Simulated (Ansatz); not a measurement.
A run for Ansatz (an electronic-structure program): R-wB97M-V/def2-TZVPP on H4Se2Si (SMILES [SiH3][Se][SeH]), a point of a torsion scan.

Ansatz 0.2 input:
```yaml
crystal:
  periodic: [false, false, false]
  atoms:
    - {symbol: Si, position_ang: [-1.01359363, -0.15871887, 0.05217745]}
    - {symbol: Se, position_ang: [0.40549344, 1.62288974, -0.26970161]}
    - {symbol: Se, position_ang: [2.46437458, 0.57918419, 0.06387079]}
    - {symbol: H, position_ang: [-0.71217397, -1.19576168, -0.93065844]}
    - {symbol: H, position_ang: [-2.32665833, 0.44208519, -0.11755662]}
    - {symbol: H, position_ang: [-0.78014485, -0.66133141, 1.40744540]}
    - {symbol: H, position_ang: [1.99408861, -0.42268219, 1.00834668]}
basis:
  gaussian:
    orbitals: def2-TZVPP
hamiltonian:
  xc: {name: wB97M-V}
scf: {lower_state_search: off}
```

Problem. What total energy does the run end on?

Solution. -5094.7346 hartree.

Problem. How many basis functions does it have, and what does it roughly cost on one machine?

Solution. 194 functions; very roughly 10 core-seconds.
